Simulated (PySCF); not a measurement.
scandium atom (Sc), doublet. Base run: B3LYP/def2-SV(P) run with PySCF.

Input for PySCF:
```python
from pyscf import gto, scf, dft

mol = gto.M(
    atom='''
Sc    0.00000000    0.00000000    0.00000000
''',
    basis='def2-sv(p)',
    spin=1,
    verbose=4,
)

mf = dft.UKS(mol)
mf.xc = 'b3lyp'
mf.kernel()
```

Variants of this job, named by their change:

| change | E (Eh) | HOMO (eV) | <S^2> | outcome |
|---|---|---|---|---|
| base | -760.53111 | -4.47 | 0.799 | converged |
| functional = x3lyp | -760.47092 | -4.47 | 0.786 | converged |
| functional = pbe0 | -760.32003 | -4.54 | 0.818 | converged |
| functional = hf | -759.62714 | -5.54 | 0.752 | converged |
| functional = scan | -760.56744 | -3.79 | 1.106 | converged |
| functional = mn15 | -760.46296 | -4.99 | 0.776 | converged |
| functional = o3lyp | -760.55125 | -3.99 | 1.014 | converged |
| functional = bhandhlyp | -760.51525 | -5.03 | 0.751 | converged |
| functional = blyp | -760.52476 | -3.45 | 0.940 | converged |
| functional = r2scan | -760.46757 | -3.59 | 1.136 | converged |
| functional = m06l | - | - | - | not converged |
| functional = m06 | -760.47258 | -4.61 | 0.759 | converged |
| functional = tpss | - | - | - | not converged |

Total energies compare only within one method and basis.

Open shells are given as the SCF converged; they aren't shown to be the lowest states, and a large step between rows can be another state.
